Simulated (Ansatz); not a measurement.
**C8H9F5O2: where a starting geometry ends**

The starting geometry of this gas-phase singlet was optimised with GFN2-xTB; its bonds are those of `O=C(O)C1(C(F)(F)F)CCC(F)(F)CC1`.

```json
{"atom": "C", "x (Å)": "-1.1529", "y (Å)": "0.3015", "z (Å)": "1.6774"}
{"atom": "C", "x (Å)": "0.1012", "y (Å)": "0.5736", "z (Å)": "0.8302"}
{"atom": "C", "x (Å)": "1.2031", "y (Å)": "0.9928", "z (Å)": "1.8131"}
{"atom": "C", "x (Å)": "0.5623", "y (Å)": "-0.6854", "z (Å)": "0.0806"}
{"atom": "C", "x (Å)": "-0.4661", "y (Å)": "-1.0946", "z (Å)": "-0.9692"}
{"atom": "C", "x (Å)": "-0.7332", "y (Å)": "0.0589", "z (Å)": "-1.9286"}
{"atom": "C", "x (Å)": "-1.1596", "y (Å)": "1.3383", "z (Å)": "-1.2224"}
{"atom": "C", "x (Å)": "-0.1480", "y (Å)": "1.7305", "z (Å)": "-0.1488"}
{"atom": "F", "x (Å)": "1.5167", "y (Å)": "0.0296", "z (Å)": "2.6875"}
{"atom": "F", "x (Å)": "2.3409", "y (Å)": "1.3113", "z (Å)": "1.1812"}
{"atom": "F", "x (Å)": "0.8559", "y (Å)": "2.0662", "z (Å)": "2.5352"}
{"atom": "F", "x (Å)": "0.3812", "y (Å)": "0.2936", "z (Å)": "-2.6852"}
{"atom": "F", "x (Å)": "-1.6899", "y (Å)": "-0.3103", "z (Å)": "-2.8315"}
{"atom": "O", "x (Å)": "-2.1017", "y (Å)": "1.0290", "z (Å)": "1.7324"}
{"atom": "O", "x (Å)": "-1.0534", "y (Å)": "-0.8361", "z (Å)": "2.3552"}
{"atom": "H", "x (Å)": "-1.8276", "y (Å)": "-0.9742", "z (Å)": "2.9249"}
{"atom": "H", "x (Å)": "1.5128", "y (Å)": "-0.4683", "z (Å)": "-0.4125"}
{"atom": "H", "x (Å)": "0.7164", "y (Å)": "-1.5022", "z (Å)": "0.7868"}
{"atom": "H", "x (Å)": "-0.0969", "y (Å)": "-1.9470", "z (Å)": "-1.5417"}
{"atom": "H", "x (Å)": "-1.4138", "y (Å)": "-1.3736", "z (Å)": "-0.5063"}
{"atom": "H", "x (Å)": "-1.2411", "y (Å)": "2.1352", "z (Å)": "-1.9629"}
{"atom": "H", "x (Å)": "-2.1436", "y (Å)": "1.1753", "z (Å)": "-0.7822"}
{"atom": "H", "x (Å)": "-0.5262", "y (Å)": "2.5952", "z (Å)": "0.3987"}
{"atom": "H", "x (Å)": "0.7984", "y (Å)": "2.0008", "z (Å)": "-0.6218"}
```

**Question.** Where would you expect an optimisation with PBE-D3(BJ)/def2-SVP to take it?

**Answer.** It keeps its bonds, and is `O=C(O)C1(C(F)(F)F)CCC(F)(F)CC1`.

The energy falls by 0.15 eV over 10 steps:

```csv
step,E − E(last) (eV)
1,0.148
2,0.024
3,0.005
4,0.003
5,0.001
6,0.000
7,0.000
8,0.000
9,0.000
10,0.000
```

Final geometry (Å):

```xyz
24

C    -1.1437    0.3191    1.6995
C     0.1193    0.5775    0.8503
C     1.2467    1.0062    1.8153
C     0.5632   -0.6963    0.0901
C    -0.4587   -1.1023   -0.9745
C    -0.7386    0.0502   -1.9295
C    -1.1707    1.3246   -1.2218
C    -0.1658    1.7309   -0.1391
F     1.5902    0.0148    2.6665
F     2.3637    1.3557    1.1344
F     0.8743    2.0724    2.5607
F     0.4167    0.3101   -2.6521
F    -1.6933   -0.3254   -2.8447
O    -2.0750    1.0911    1.8073
O    -1.1096   -0.8839    2.3170
H    -1.9391   -0.9368    2.8413
H     1.5317   -0.4759   -0.4018
H     0.7309   -1.5216    0.8062
H    -0.0916   -1.9626   -1.5686
H    -1.4193   -1.4069   -0.5101
H    -1.2737    2.1237   -1.9823
H    -2.1717    1.1538   -0.7789
H    -0.5439    2.6069    0.4200
H     0.7928    2.0150   -0.6152
```

No frequencies were run, so the end isn't proven a minimum. Run with Ansatz 0.2.0, 14 s on 8 threads of Intel(R) Xeon(R) 6975P-C (Granite Rapids) (shared host).
